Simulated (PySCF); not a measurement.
Isomers of C2H11ClSi3, one GFN2-xTB conformer each. Single-point energies are computed at PBE0/pcSseg-1 (PySCF, gas phase, no added dispersion term), electronic only.

Problem. Rank them by PBE0/pcSseg-1 energy, lowest first (kcal/mol).
A. `[SiH3:1][CH2:2][SiH2:3][CH2:4][SiH2:5][Cl:6]` with Si1–C2–Si3–C4 65°, C2–Si3–C4–Si5 -171°, Si3–C4–Si5–Cl6 180°
B. `[CH3:1][Si@H:2]([SiH3:3])[SiH2:4][CH2:5][Cl:6]` with C1–Si2–Si4–C5 91°, Si2–Si4–C5–Cl6 -52°

Solution. A (0.0), B (37.2).

As drawn, the higher has an Si–Si bond, which the lower lacks. GFN2-xTB itself gives, in the same order: 0.0, 43.2. Both levels put the same isomer lowest.

Problem. Which frontier levels, dipoles and rotational constants go with these structures?

Solution. 
```json
{"SMILES": "[SiH3]C[SiH2]C[SiH2]Cl", "HOMO (eV, PBE0/pcSseg-1)": "-8.46", "LUMO (eV)": "0.12", "dipole (D)": "2.12", "A, B, C (MHz)": "3081, 489.1, 442.2"}
{"SMILES": "C[Si@H]([SiH3])[SiH2]CCl", "HOMO (eV, PBE0/pcSseg-1)": "-8.04", "LUMO (eV)": "-0.70", "dipole (D)": "1.14", "A, B, C (MHz)": "1555, 956.0, 842.7"}
```
